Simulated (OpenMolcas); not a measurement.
# Ar IV: Slater's ratio, worked from levels

```json
{"Program": "OpenMolcas", "Basis": "ANO-R2 [5s4p3d1f]", "Scalar Hamiltonian": "X2C, finite nucleus", "Active space": "3 electrons in 3 orbitals (3p)", "State averaging": "2S+1 = 4 odd, 1 root; 2S+1 = 2 odd, 8 roots", "Spin-orbit coupling": "RASSI with atomic mean-field integrals over the reference wave functions, term energies averaged over their components"}
```

Methods: CASSCF; SS-CASPT2, IPEA 0.25 Eh, imaginary shift 0.1 Eh (closed shells correlated: 2s 2p 3s). Measured levels: Saloman, J. Phys. Chem. Ref. Data 39, 033101 (2010).

**Slater's ratio.** With one set of orbitals, p3 has ²D° - ⁴S° = 9 F2 and ²P° - ²D° = 6 F2 (F2 = F²/25), a ratio of 2/3. Term energies are centres of gravity, weighted by 2J + 1.

| Source | ²D° - ⁴S° | ²P° - ⁴S° | F2 from the first | Ratio |
| --- | --- | --- | --- | --- |
| CASSCF | 26052 | 43421 | 2895 | 0.667 |
| SS-CASPT2 | 22137 | 37280 | 2460 | 0.684 |
| measured | 21168 | 34973 | 2352 | 0.652 |

Energies in cm-1. A ratio away from 2/3 shows effects beyond one configuration with one set of orbitals, and in heavier atoms second-order spin-orbit shifts.

Term energies are means over components that CASPT2 splits; among the terms shown or strongly mixed into the levels shown the widest spread is 220 cm-1 (3s² 3p³ ²D°, SS-CASPT2). With the s shell closed, the reference lacks s² → p² mixing. Measured partners are found by configuration, term and J. A level has none where our copy of the source lacks it or the pairing is in doubt (some pairs that miss far off the trend of their configuration count as doubtful), and it then counts in no deviation. Only configurations of the active space appear.

° marks odd parity.
